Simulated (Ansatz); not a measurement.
Born–Oppenheimer molecular dynamics of H₈SeSi₂ (11 atoms, charge 0, multiplicity 1). It starts at the highest image of a converged band. Of that band: Neighbouring images differ by up to 1.6 eV, so the band resolves the path poorly. A vibrational analysis at the climbing image gives one clearly imaginary mode, 1282i cm⁻¹, and a faint second one (38i cm⁻¹) that may be numerical noise or a soft torsion: probably a first-order saddle point.

All numbers below come from RKS PBE0/def2-SVP (Ansatz 0.2.0).

```yaml
ensemble: NVE (velocity Verlet)
time_step: 0.5 fs
steps_asked: 160
starting_velocities_drawn_for: 100 K
seed: 12121
```

First frame:

```xyz
11
Properties=species:S:1:pos:R:3
Si -0.343 -0.145 -0.755
H 1.156 0.658 -0.997
H 0.035 -0.844 -2.038
H -1.839 -0.076 -0.887
Si 0.338 -1.356 1.134
H 0.749 1.439 -0.517
Se -0.542 2.316 0.369
H 0.581 -0.436 2.286
H -0.742 -2.324 1.494
H 1.593 -2.107 0.830
H -0.987 2.874 -0.920
```

(1) How far do the bonds stretch over the last three quarters of this one trajectory? (Pairs bonded in most of those frames.)

## Answers

(1) 
```csv
bond,mean (Å),spread (Å),shortest,longest
Si1–H2,1.505,0.054,1.42,1.58
Si1–H3,1.510,0.023,1.47,1.56
Si1–H4,1.496,0.021,1.46,1.53
Si1–Si5,2.373,0.029,2.33,2.40
Si5–H8,1.499,0.008,1.48,1.52
Si5–H9,1.502,0.017,1.47,1.53
Si5–H10,1.500,0.006,1.49,1.51
H6–Se7,1.519,0.066,1.42,1.62
Se7–H11,1.469,0.018,1.44,1.50
```

Mean temperature of the second half: 1457 K. The conserved energy stayed within 0.08 meV per atom of its start (net change 0.0046 meV per atom), so the integration is sound. The kinetic energy rose, since the run started high on the potential surface and went downhill. It ends in pieces (H2Se + H6Si2), so much of that is their flight and rotation, not heat. A run of 0.08 ps of so small a system gives no equilibrium averages. The orbitals stay closed-shell, which can raise the energy where a bond breaks towards radicals; this wasn't checked here.

Run time: 6.1 min on 2 threads of AMD EPYC 9R14 (Zen 4) (shared host), peak memory 0.26 GiB.
